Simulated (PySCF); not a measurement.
## Relaxation of singlet K2S

These are results of PySCF, PBE0, basis S def2-TZVP, K def2-TZVP (no relativity, density fitting), not measurements. A (50,194) grid was used.

A hand-made linear start, of D∞h symmetry, held to at least that symmetry:

Coordinates in bohr (charge 0 multiplicity 1):
```
S     0.0000    0.0000    0.0000
K     0.0000    0.0000    5.6503
K     0.0000    0.0000   -5.6503
```

Question: What forces act on the atoms at the start (eV/Å)?

Answer: 
```json
{"atom": "S1", "Fx": "0.00", "Fy": "0.00", "Fz": "0.00"}
{"atom": "K2", "Fx": "0.00", "Fy": "0.00", "Fz": "-0.94"}
{"atom": "K3", "Fx": "0.00", "Fy": "0.00", "Fz": "0.94"}
```

Question: What does it relax to?

Answer: It ends at D∞h with S–K 2.726 Å (×2); K–S–K 180.0°. No frequency check is given, so it may be a saddle point.

Question: How much energy is released, and in how many steps?

Answer: 27.9 kJ/mol in 4 steps.

The relaxation took roughly 14 core-seconds on a shared host.
